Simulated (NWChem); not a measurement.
System: ScH$_{2}$O$_{2}$F; SMILES [Sc]([F])([OH])[OH]

Input file for NWChem:

```
start job
memory heap 200 mb stack 900 mb global 1100 mb
geometry units angstroms noautosym nocenter noautoz
  Sc     0.004610     0.011740     0.000002
  F      1.838278     0.164895    -0.000002
  O     -0.726894    -1.691856     0.000002
  H     -1.369851    -2.400745     0.000002
  O     -1.046763     1.533853     0.000002
  H     -1.440505     2.405904     0.000002
end
basis spherical
  * library def2-svpd
end
dft
  xc pbe0
  iterations 150
end
property
  response 1 0.0
end
task dft property
```

The geometry was optimised at PBE0/def2-SVP.

Static field.

What results follow from this input? (PBE0/def2-SVPD.) Quantities: isotropic polarisability (bohr³); anisotropy (bohr³).


```
Item                              Result
--------------------------------  ------
isotropic polarisability (bohr³)    38.6
anisotropy (bohr³)                  16.4
```
